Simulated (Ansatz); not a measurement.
Cost and result up the ladder for BiMe2Cl (C₂H₆BiCl) (10 atoms). The state is a singlet with charge 0. Geometry: B3LYP-D4/def2-SVP.

```xyz
10

Bi   -0.4608    0.4384   -1.2695
C    -1.3722   -0.9042    0.3464
H    -1.7497   -0.2755    1.1674
H    -0.5759   -1.5685    0.7083
H    -2.1920   -1.4967   -0.0831
C     1.1488    1.2107    0.1641
H     1.8954    1.7844   -0.4023
H     1.6226    0.3400    0.6374
H     0.6782    1.8518    0.9256
Cl    1.0057   -1.3802   -2.1943
```

Ansatz on 4 threads of Arm Neoverse V1 on a shared host. Times are rough, and most runs start from the orbitals of an earlier one. CAM-B3LYP-D4/def2-TZVP serves as the yardstick here, not as an exact answer. Differences are given only for rows in sets of like size (and for xTB, whose basis is part of the method), since another set adds its own error. Binding counts from free atoms at the same level (Bi quartet, C triplet, H doublet, Cl doublet; other spins of the atoms weren't run), without zero-point energy or a counterpoise term.

In the def2 sets Bi takes a core potential; there is no spin–orbit coupling. Correlated methods freeze 11 core orbitals; core or outer-core shells of Bi are correlated, in sets that lack core-valence functions.

Correlated methods converge slowly with the basis.

```csv
level,functions,wall time,binding energy per atom (eV),difference from CAM-B3LYP-D4/def2-TZVP (eV)
PBE-D4/def2-SVP,102,0.8 s,3.50,–
PBE0-D4/def2-SVP,102,1.2 s,3.43,–
PBE-D4/def2-TZVP,185,1.6 s,3.51,0.07
HF/def2-TZVP,185,1.8 s,2.45,-0.99
PBE-D4/def2-TZVPD,230,2.5 s,3.51,0.07
CAM-B3LYP-D4/def2-TZVP,185,2.6 s,3.44,0.00
PBE0-D4/def2-TZVP,185,3.7 s,3.44,0.00
r2SCAN-D4/def2-TZVP (with forces),185,4.2 s,3.44,0.00
r2SCANh-D4/def2-TZVP,185,4.2 s,3.41,-0.03
r2SCAN0-D4/def2-TZVP,185,4.3 s,3.38,-0.06
PBE0-D4/def2-TZVPD,230,4.8 s,3.44,0.00
r2SCAN-D4/def2-TZVPD,230,6 s,3.44,0.00
B97M-V/def2-TZVP,185,7.5 s,3.48,0.04
CCSD(T)/def2-TZVP,185,74 s,3.30,-0.14
```
